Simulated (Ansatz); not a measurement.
One geometry of Nb2O2, several levels of theory.

```yaml
crystal:
  periodic: [false, false, false]
  atoms:
    - {symbol: Nb, position_ang: [0.265285, 1.033447, 1.001982]}
    - {symbol: Nb, position_ang: [-0.937533, -1.010718, 0.491895]}
    - {symbol: O, position_ang: [1.096979, 1.283196, -0.424238]}
    - {symbol: O, position_ang: [-0.424741, -1.305925, -1.069639]}
basis:
  gaussian: {orbitals: def2-SVP, initial_orbitals: start.molden}
hamiltonian: {xc: pbe, dispersion: d4}
scf: {omitted_lower_state_checks: [starts]}
output: {orbitals: {seedname: orbitals}}
```

The file start.molden holds the orbitals of an earlier run on this structure, at another level or in another basis.

```sh
$ ansatz run in.yaml --threads 4 --pin off --events-out ev --progress --plain --max-ram 3916MiB
```

It prints (some lines left out):

```
Functional definition: PBE
840 factors; their error is unknown
mean field evaluation 1: about -7188.5138 eV, gradient 1.1e1 eV
mean field evaluation 2: about -7188.7308 eV, gradient 2.8e-1 eV
mean field evaluation 4: about -7188.7081 eV, gradient 1.4e-1 eV
mean field evaluation 8: about -7188.7082 eV, gradient 1.6e-5 eV
mean field -7188.70816549 eV, -264.1801524004 hartree, gradient 1.6e-5 eV, S^2 0.000000; 0 other end points of the search recorded, 0 dependent functions left out
reference -7188.70821177 eV, -264.1801541010 hartree; 21, 21 occupied and 69, 69 virtual orbitals, 840 factors
Total energy: -7188.86242644 eV, -264.1858213856 hartree
Checks for a lower state left out: starts
```

It took 0.9 s on 4 threads of Arm Neoverse V2 on a shared host.

First input, but with `gaussian: {orbitals: def2-TZVP, initial_orbitals: start.molden}`, `hamiltonian: {xc: pbe0, dispersion: d4}` (abridged; 1.6 s):

```
Functional definition: PBE0
mean field -7191.00437639 eV, -264.2645365947 hartree, gradient 6.2e-5 eV, S^2 0.000000
Total energy: -7191.13529844 eV, -264.2693478913 hartree
Checks for a lower state left out: starts
```

The first input with `gaussian: {orbitals: def2-TZVPD, initial_orbitals: start.molden}`, `hamiltonian: {xc: pbe0, dispersion: d4}` (abridged; 1.7 s):

```
Functional definition: PBE0
mean field -7191.03759791 eV, -264.2657574627 hartree, gradient 7.4e-5 eV, S^2 0.000000
Total energy: -7191.16851777 eV, -264.2705686789 hartree
Checks for a lower state left out: starts
```

As the first input, with `gaussian: {orbitals: def2-TZVP, initial_orbitals: start.molden}`, `hamiltonian: {xc: {text: "exchange = 0.95*pbe_x + 0.05*exact_x\ncorrelation = pbe_c"}}` (abridged; 1.5 s):

```
Functional definition: unnamed
mean field -7193.69612517 eV, -264.3634565378 hartree, gradient 1.8e-5 eV, S^2 0.000000
Total energy: -7193.69617368 eV, -264.3634583202 hartree
Checks for a lower state left out: starts
```

The first input with `gaussian: {orbitals: def2-TZVPP, initial_orbitals: start.molden}`, `correlation: {method: ccsd_t}` and without the key `hamiltonian` (abridged; 95 s):

```
Functional definition: HF
mean field evaluation 16: about -7141.0483 eV, gradient 1.4e0 eV
mean field evaluation 32: about -7141.0788 eV, gradient 5.6e-8 eV
mean field evaluation 64: about -7130.3970 eV, gradient 2.9e1 eV
mean field evaluation 96: about -7138.7986 eV, gradient 3.9e-2 eV
mean field evaluation 128: about -7136.9295 eV, gradient 2.7e0 eV
mean field evaluation 160: about -7132.7249 eV, gradient 1.5e1 eV
mean field evaluation 192: about -7138.5266 eV, gradient 3.6e-1 eV
mean field evaluation 224: about -7134.1712 eV, gradient 1.4e1 eV
mean field evaluation 256: about -7135.5457 eV, gradient 1.0e1 eV
mean field evaluation 288: about -7136.1910 eV, gradient 2.1e1 eV
mean field -7141.07881157 eV, -262.4298059280 hartree, gradient 1.3e-7 eV, S^2 0.000000; 2 other end points of the search recorded, 0 dependent functions left out; unrestricted orbitals would lower it
determinant -7141.07881157 eV, -262.4298059280 hartree, with singles and doubles -7177.98017579 eV, -263.7859060507 hartree
determinant -7138.79871696 eV, -262.3460139966 hartree, with singles and doubles -7174.32096057 eV, -263.6514323714 hartree
[...]
cycle   5  -37.04967774 eV  change   -5.3e-2 eV  update   9.4e-3
cycle   6  -37.06487875 eV  change   -1.5e-2 eV  update   3.7e-3
cycle   7  -37.06870406 eV  change   -3.8e-3 eV  update   1.8e-3
cycle   8  -37.06958736 eV  change   -8.8e-4 eV  update   9.8e-4
cycle   9  -37.07045702 eV  change   -8.7e-4 eV  update   6.8e-4
cycle  10  -37.06968689 eV  change    7.7e-4 eV  update   4.2e-4
cycle  11  -37.06933054 eV  change    3.6e-4 eV  update   2.6e-4
cycle  12  -37.06944149 eV  change   -1.1e-4 eV  update   1.5e-4
cycle  13  -37.06930356 eV  change    1.4e-4 eV  update   9.1e-5
cycle  14  -37.06930811 eV  change   -4.5e-6 eV  update   5.8e-5
cycle  15  -37.06937957 eV  change   -7.1e-5 eV  update   3.5e-5
cycle  16  -37.06934237 eV  change    3.7e-5 eV  update   2.2e-5
perturbative correction -3.03431192 eV, -0.1115089062 hartree
Total energy: -7181.18246585 eV, -263.9035880398 hartree
Checks for a lower state left out: starts
```

The first input with `gaussian: {orbitals: def2-TZVP, initial_orbitals: start.molden}`, `hamiltonian: {xc: {name: revPBE}, dispersion: d4}` (abridged; 1.1 s):

```
Functional definition: revPBE
mean field -7198.70804942 eV, -264.5476413565 hartree, gradient 2.7e-5 eV, S^2 0.000000
Total energy: -7199.05104756 eV, -264.5602463058 hartree
Checks for a lower state left out: starts
```

As the first input, with `gaussian: {orbitals: def2-TZVPD, initial_orbitals: start.molden}` (abridged; 1.4 s):

```
Functional definition: PBE
mean field -7194.42949510 eV, -264.3904073856 hartree, gradient 2.9e-5 eV, S^2 0.000000
Total energy: -7194.58375665 eV, -264.3960763928 hartree
Checks for a lower state left out: starts
```

Geometry: PBE0-D4/def2-TZVP.

In the def2 sets Nb takes a core potential; there is no spin–orbit coupling. Correlated methods freeze 2 core orbitals; core or outer-core shells of Nb are correlated, in sets that lack core-valence functions. The restricted singlet is unstable towards broken spin symmetry at other levels; at PBE-D4/def2-SVP, PBE0-D4/def2-TZVPD, PBE with 5 % exact exchange/def2-TZVP, revPBE-D4/def2-TZVP and others this wasn't settled. At PBE0-D4/def2-TZVP, CCSD(T)/def2-TZVPP the restricted singlet (for correlated methods, its reference) is unstable: a solution with broken spin symmetry lies lower. At CCSD(T)/def2-TZVPP T1 of the charge 0 singlet is large (up to 0.086), so the single-reference result is doubtful. The geometry of the singlet was relaxed on an unsound state (restricted singlet, unstable towards broken spin symmetry). The structure comes from a short search, and lower isomers may exist.
